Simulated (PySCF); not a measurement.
Scan of H₂B, doublet: symmetric bend, bond length relaxed. Scanned: H-B-H angle. Other coordinates (B-H bond length) were minimised at PBE0/def2-TZVP.

The free coordinates were minimised at PBE0/def2-TZVP in PySCF; the energy column is PySCF 2.14.0 with CCSD(T) on UHF/cc-pVTZ, 1 core orbital frozen, in kcal/mol.

```tsv
a / °	B-H bond length / Å	E
180	1.174	8.0
170	1.175	7.3
160	1.178	5.3
150	1.182	2.9
140	1.187	0.9
130	1.191	0.0
120	1.196	0.7
110	1.201	3.4
100	1.206	8.4
90	1.213	16.1
80	1.221	26.7
70	1.229	40.6
60	1.240	57.9
```
